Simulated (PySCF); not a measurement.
4H-pyran-4-thione, C5H4OS.
Numbering: `[S:1]=[c:2]1[cH:3][cH:4][o:5][cH:6][cH:7]1` (hydrogens: H8 on C3; H9 on C4; H10 on C6; H11 on C7)

The same species was optimised twice, with GFN2-xTB and with PBE0-D3(BJ)/def2-SVP (PySCF), and the same property calculations (PySCF, gas phase) were run on both structures.

```tsv
coordinate	GFN2-xTB	PBE0-D3(BJ)/def2-SVP	change
C2–C3 (Å)	1.438	1.448	+0.010
C2–C7 (Å)	1.438	1.448	+0.010
C6–C7 (Å)	1.345	1.350	+0.005
C3–C4 (Å)	1.345	1.350	+0.005
S1=C2 (Å)	1.648	1.650	+0.002
O5–C6 (Å)	1.346	1.344	-0.002
C4–O5 (Å)	1.346	1.344	-0.002
C3–C2–C7 (°)	114.3	113.0	-1.3
C4–O5–C6 (°)	117.4	118.2	+0.8
C2–C7–C6 (°)	120.4	121.2	+0.8
C2–C3–C4 (°)	120.4	121.1	+0.7
S1–C2–C7 (°)	122.9	123.5	+0.6
O5–C6–C7 (°)	123.8	123.2	-0.6
S1–C2–C3 (°)	122.9	123.4	+0.5
C3–C4–O5 (°)	123.8	123.2	-0.6
```

Rotational constants: A = 5997, B = 1624, C = 1278 MHz (GFN2-xTB) against A = 5965, B = 1606, C = 1265 MHz (PBE0-D3(BJ)/def2-SVP). Point groups within 0.08 Å: C2v and C2v.

On the GFN2-xTB structure: lowest singlet, TDDFT (eV) 2.54 [CAM-B3LYP/def2-SVPD]; lowest triplet, Tamm–Dancoff (eV) 2.19 [CAM-B3LYP/def2-SVPD]; isotropic polarisability (au) 88.7 [CAM-B3LYP/def2-SVPD]; HOMO (eV) -7.43 [CAM-B3LYP/def2-SVPD]; LUMO (eV) -1.20 [CAM-B3LYP/def2-SVPD]; dipole (D) 4.57 [CAM-B3LYP/def2-SVPD]; HOMO (eV) -6.05 [PBE0/pcSseg-1]; LUMO (eV) -2.10 [PBE0/pcSseg-1]; dipole (D) 4.42 [PBE0/pcSseg-1]; GIAO shielding of S1 (ppm) -201.9 [PBE0/pcSseg-1]; GIAO shielding of C2 (ppm) -24.2 [PBE0/pcSseg-1]; GIAO shielding of C3/C7 (mean) (ppm) 50.5 [PBE0/pcSseg-1]; GIAO shielding of C4/C6 (mean) (ppm) 35.2 [PBE0/pcSseg-1]; GIAO shielding of O5 (ppm) 97.2 [PBE0/pcSseg-1].

Question: What do these properties become on the PBE0-D3(BJ)/def2-SVP structure?

Answer: 
```tsv
property	level	on GFN2-xTB	on PBE0-D3(BJ)/def2-SVP	change
lowest singlet, TDDFT (eV)	CAM-B3LYP/def2-SVPD	2.54	2.54	0.00
lowest triplet, Tamm–Dancoff (eV)	CAM-B3LYP/def2-SVPD	2.19	2.20	+0.01
isotropic polarisability (au)	CAM-B3LYP/def2-SVPD	88.7	89.5	+0.8
HOMO (eV)	CAM-B3LYP/def2-SVPD	-7.43	-7.45	-0.02
LUMO (eV)	CAM-B3LYP/def2-SVPD	-1.20	-1.21	-0.01
dipole (D)	CAM-B3LYP/def2-SVPD	4.57	4.60	+0.03
energy, GFN2-xTB geometry as zero (kcal/mol)	CAM-B3LYP/def2-SVPD	0.0	-0.4	-0.4
HOMO (eV)	PBE0/pcSseg-1	-6.05	-6.07	-0.02
LUMO (eV)	PBE0/pcSseg-1	-2.10	-2.12	-0.02
dipole (D)	PBE0/pcSseg-1	4.42	4.45	+0.03
energy, GFN2-xTB geometry as zero (kcal/mol)	PBE0/pcSseg-1	0.0	-0.2	-0.2
GIAO shielding of S1 (ppm)	PBE0/pcSseg-1	-201.9	-195.1	+6.8
GIAO shielding of C2 (ppm)	PBE0/pcSseg-1	-24.2	-24.1	+0.1
GIAO shielding of C3/C7 (mean) (ppm)	PBE0/pcSseg-1	50.5	48.5	-2.0
GIAO shielding of C4/C6 (mean) (ppm)	PBE0/pcSseg-1	35.2	34.1	-1.1
GIAO shielding of O5 (ppm)	PBE0/pcSseg-1	97.2	93.3	-3.9
```

The heavy atoms differ by 0.010 Å rms after alignment. Among bonds between heavy atoms C2–C3 and C2–C7 change most and about equally (+0.010 Å). Changes are differences of the printed values. Neither structure is proved a minimum here.
